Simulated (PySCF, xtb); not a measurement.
C₂H₇NOSi₂, SMILES C1=C[Si@@]([SiH2]1)(O)N. The values are those of a single conformer.

Harmonic wavenumbers (cm⁻¹) from GFN2-xTB (xtb) at its own minimum, in rising order: 105, 121, 200, 213, 232, 273, 282, 380, 420, 451, 470, 496, 597, 693, 723, 728, 773, 808, 816, 890, 928, 937, 1073, 1261, 1500, 1558, 2144, 2185, 3010, 3043, 3470, 3529, 3702.

Task: What does PBE-D3(BJ)/def2-SVP in PySCF 2.14.0 give at its own minimum? (Estimate from the structure and the level; the computed values follow.)

Result: 105, 122, 200, 236, 252, 270, 302, 331, 417, 430, 463, 585, 635, 680, 722, 739, 765, 817, 857, 906, 920, 987, 1014, 1225, 1471, 1496, 2121, 2131, 3038, 3065, 3501, 3611, 3760. Paired by order, the mean absolute difference is 28 cm⁻¹ and the zero-point energies are 54.3 and 54.6 kcal/mol.
